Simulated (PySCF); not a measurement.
Molecule: CH2NS, net charge 0, doublet state. It need not be the lowest isomer of its formula. SMILES: N[C]=S
Coordinates optimised at B3LYP-D3(BJ)/def2-TZVP (Ansatz):
```
N
H 1 1.0071
C 1 1.3129 2 120.60
H 1 1.0157 2 117.02 3 180.00
S 3 1.5929 1 136.94 2 180.00
```
Charge 0, spin multiplicity 2.

Dispersion corrections to the total energy (kcal/mol) from the dftd3 and dftd4 libraries through PySCF: D3(BJ) without and D4 with the three-body term, each with the damping fitted for the functional named.

```
functional  D3(BJ)     D4
----------  ------  -----
revPBE         [?]  -5.88
LC-wPBE      -1.74  -1.94
HSE06        -1.19  -1.33
BLYP           [?]  -3.98
B2GP-PLYP    -1.27  -0.71
TPSSh        -2.14  -2.12
PBE            [?]  -1.74
```

Q: Complete the blanks.

A: 
- revPBE, D3(BJ): -4.85
- BLYP, D3(BJ): -4.07
- PBE, D3(BJ): -1.86
